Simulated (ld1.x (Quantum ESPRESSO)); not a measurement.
**Building the TM potential for Hg (Z = 80) (PBE, fully relativistic).**

```json
{"Element": "mercury", "Generator": "ld1.x (Quantum ESPRESSO) 7.5", "Type": "norm-conserving Troullier–Martins (Kleinman–Bylander form)", "Functional": "PBE", "Relativity": "fully relativistic", "Frozen core": "[Kr] 4d10 4f14 5s2", "Valence charge": "18", "Reference configuration": "5p6 5d10 6s2 6p0", "Partial waves": "5p (bound): rc 1.45 bohr; 5d (bound): rc 2.10 bohr; 6s (bound): rc 2.05 bohr", "Local potential": "the s channel", "Core correction": "a·sin(br)/r model core inside 1.30 bohr"}
```

Open shells are filled in proportion to 2j + 1 (rel_dist='average').

All-electron outer shells of the reference configuration (PBE, scalar-relativistic, ld1.x):

```tsv
shell	level (eV)	outermost node (bohr)	outermost maximum (bohr)
5s	-118.18	0.47	0.82
4f	-95.89	–	0.37
5p	-66.52	0.51	0.93
5d	-9.86	0.55	1.17
6s	-6.82	1.08	2.21
6p	-1.05	1.28	3.34
```

Calculated quality:

```
Cutoffs needed           : 70 Ry and 110 Ry (the cutoffs (Ry, on a coarse ladder) from which the occupation-weighted sum of valence levels, in a spherical-Bessel basis at the reference potential, stays within 10 and 1 mRy of its value at 400 Ry)
Ghost test               : no extra level below or beside the all-electron valence levels (p1/2, p3/2, d3/2, d5/2, s, f tested) (spherical-Bessel basis up to 400 Ry, 20 bohr box)
Largest excitation error : -858 meV (all-electron minus pseudo) for 5p6 5d9 6s2 6p1, out of 7 test configurations
```

Generation and tests took about 3.2 s on one core of a shared server CPU.
